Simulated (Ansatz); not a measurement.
V2S4, relaxed as a singlet with RKS PBE0-D4/def2-SVP in Ansatz, starting from the GFN1-xTB geometry. Force threshold 0.02 eV/Å.

The relaxation made no stability test and no search for a lower SCF solution. No other spin state of charge 0 was run. The structure comes from a short search, and lower isomers may exist.

Start:

```
atom    x (Å)    y (Å)    z (Å)
  V1  -1.1696  -0.2809   0.9008
  V2  -1.2407   2.3209   1.9446
  S3   0.6346  -1.2698  -1.8167
  S4  -0.5211  -2.0341  -0.3186
  S5   0.4733   1.0829   0.2692
  S6   1.8235   0.1811  -0.9792
```

| step | energy (eV) | largest force component (eV/Å) | SCF passes |
| --- | --- | --- | --- |
| 1 | -94664.6380 | 2.302 | 163 |
| 2 | -94665.4080 | 1.649 | 97 |
| 3 | -94665.8671 | 0.847 | 76 |
| 4 | -94666.1300 | 1.608 | 80 |
| 5 | -94666.3427 | 1.917 | 65 |
| 6 | -94666.9635 | 2.844 | 87 |
| 7 | -94666.9718 | 6.169 | 83 |
| 8 | -94667.8086 | 1.148 | 64 |
| 9 | -94667.9949 | 1.923 | 42 |
| 10 | -94668.1832 | 0.881 | 44 |
| 11 | -94668.2453 | 0.796 | 47 |
| 13 | -94668.3472 | 0.233 | 50 |
| 15 | -94668.4144 | 0.417 | 48 |
| 17 | -94668.5419 | 0.743 | 48 |
| 19 | -94669.1521 | 0.753 | 47 |
| 21 | -94670.1468 | 0.817 | 46 |
| 23 | -94671.0483 | 0.610 | 48 |
| 25 | -94671.7534 | 1.081 | 60 |
| 27 | -94672.2278 | 1.128 | 42 |
| 29 | -94672.5842 | 0.587 | 41 |
| 31 | -94672.6319 | 0.741 | 41 |
| 33 | -94672.7227 | 0.096 | 34 |
| 35 | -94672.7259 | 0.020 | 38 |
| 36 | -94672.7260 | 0.017 | 38 |

Force components are those of the run's own axes.

End:

```xyz
6

V     0.826    0.232    0.856
V    -0.721    0.616    0.056
S    -0.358   -1.371   -1.615
S    -0.540   -1.739    0.491
S    -0.228    1.990    1.773
S     1.021    0.272   -1.561
```

Bonds lost: S5–S6 (atoms count from 1). Bonds formed: V1–S6, V2–S3, V2–S4, V2–S6 (atoms count from 1). The end is the same structure that another start reached, the lowest one found.

No frequencies were taken in this run, so the end may be a saddle point.

Run time 61 s (4 threads of AMD EPYC 9R45 on a shared host).
